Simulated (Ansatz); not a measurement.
This geometry of BCl2HO + BrH (7 atoms, charge 0, multiplicity 1) is a first-order saddle point.

Theory: RKS BHLYP/def2-SVP in Ansatz 0.2.0.

```xyz
7
Properties=species:S:1:pos:R:3
B 0.073 0.085 0.092
O 0.018 -0.019 1.554
H -0.866 -0.240 1.865
Cl 1.582 -0.386 -0.644
Cl -1.466 -0.145 -0.727
Br 0.312 2.548 0.664
H 0.188 1.131 1.666
```

(1) Which two structures does it join? (They come from a converged band through this point; their orientation in space is the band's.)

(2) How far does it lie above each of them?

## Answers

(1) Bonds broken: Br6–H7. Bonds formed: B1–Br6, O2–H7. BCl2HO + BrH becomes BBrCl2H2O.

First end point:

```xyz
7
Properties=species:S:1:pos:R:3
B -0.205 -0.507 -0.163
O -0.406 0.312 0.876
H -1.214 0.150 1.362
Cl 1.240 -0.303 -1.120
Cl -1.370 -1.766 -0.552
Br 1.124 3.109 2.400
H 0.671 1.979 1.668
```

Last end point:

```xyz
7
Properties=species:S:1:pos:R:3
B 0.119 0.485 0.031
O 0.028 0.003 1.593
H -0.850 -0.361 1.758
Cl 1.550 -0.338 -0.665
Cl -1.486 -0.049 -0.634
Br 0.309 2.469 0.217
H 0.171 0.764 2.170
```

(2) 1.35 eV above the first and 0.75 eV above the second. This is the barrier of this one path; another mechanism may lie lower. The orbitals stay closed-shell, which can raise the energy where a bond breaks towards radicals; this wasn't checked here.

Time of the run: 7.4 min on 2 threads of Arm Neoverse V1, with other jobs on the host, peak memory 0.27 GiB.
